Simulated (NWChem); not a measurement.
# NbN2H3F2; SMILES [NH]=[Nb]([NH2])([F])[F]

```xyz
8

Nb     0.0000    -0.0326    -0.0311
N     -0.0005     0.5082    -1.6822
H     -0.0006     0.6950    -2.6801
F     -1.5483    -1.0357     0.3477
F      1.5505    -1.0324     0.3478
N     -0.0018     1.6369     0.9801
H     -0.0028     2.5835     0.6131
H     -0.0019     1.6557     1.9994
```
Atoms are numbered in this order, from 1.

All runs: NWChem. Medium grid unless said otherwise, to which SCAN and Minnesota functionals are sensitive. Structure relaxed at the PBE0/def2-SVP level. Not confirmed as a minimum by frequencies. def2 effective core potentials on Nb; no spin-orbit coupling. Hybrids' shares of exact exchange are those that their runs print; pure functionals count as 0. The functionals differ in more than this share.

| row | share of exact exchange | highest occupied level (eV) |
|---|---|---|
| PBE/def2-SVP | 0.00 | -6.59 |
| BLYP/def2-SVP | 0.00 | -6.42 |
| B3LYP/def2-SVP | 0.20 | -7.79 |
| MN15/def2-SVP | 0.44 | -8.89 |
| M06-2X/def2-SVP | 0.54 | withheld |

Task: Fit a straight line of the last column on the one before it, predict the withheld value, and compare with the run.

Result: 
1. Means of the 4 shown rows: x = 0.160, y = -7.423. Slope Σ(x − x̄)(y − ȳ)/Σ(x − x̄)² = -0.7192/0.1312 = -5.482; intercept -6.545.
2. The shown rows scatter about the line by 0.105 (root mean square); the largest residual is -0.15, at B3LYP/def2-SVP.
3. At x = 0.54 (M06-2X/def2-SVP; beyond the shown range) the line gives -9.51.
4. The run gives -9.53, -0.02 from the line, 0.2 times the scatter.
